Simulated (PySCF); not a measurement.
C2H9B2NO.
SMILES with atom numbers: `[BH2:1][CH2:2][NH:3][BH:4][O:5][CH3:6]` (hydrogens: H7, H8 on B1; H9, H10 on C2; H11 on N3; H12 on B4; H13, H14, H15 on C6)

Structure used (GFN2-xTB), in Å, numbered top down from 1:
```
atom  x, y, z in Å
B1    -3.048    0.391   -0.132
C2    -1.804   -0.560   -0.192
N3    -0.533   -0.044    0.283
B4     0.724   -0.200   -0.296
O5     1.767    0.412    0.330
C6     3.085    0.332   -0.133
H7    -2.995    1.428    0.404
H8    -4.053    0.019   -0.598
H9    -2.081   -1.450    0.406
H10   -1.643   -0.957   -1.199
H11   -0.613    0.519    1.115
H12    0.858   -0.833   -1.285
H13    3.500    1.343   -0.190
H14    3.684   -0.253    0.573
H15    3.147   -0.136   -1.119
```

The closed-shell ground state was solved at several levels (PySCF, density fitting, gas phase, non-relativistic).

```tsv
level	basis functions	HOMO (eV)	LUMO (eV)	gap (eV)	dipole (D)
B3LYP/def2-SVPD	195	-6.61	-1.74	4.87	0.42
PBE0/pcSseg-1	147	-6.73	-1.48	5.25	0.46
```

(1) Estimate the row for B3LYP/pcJ-1, a basis of 252 functions; the other rows only guide the guess.

(2) Over all these levels, which gives the widest orbital gap and which the narrowest?

(3) How far do the dipole and the HOMO energy spread over the levels?

Results:

(1) HOMO -6.49 eV, LUMO -1.73 eV, gap 4.76 eV, dipole 0.43 D.

(2) PBE0/pcSseg-1 (global hybrid, 25 % exact exchange) has the widest, 5.25 eV, and B3LYP/pcJ-1 (global hybrid, 20 % exact exchange) the narrowest, 4.76 eV. Functional and basis both differ between the two, so the spread mixes both effects.

(3) The dipole runs from 0.42 to 0.46 D (mean 0.43 D) and the HOMO from -6.73 to -6.49 eV.

One conformer stands for the species.
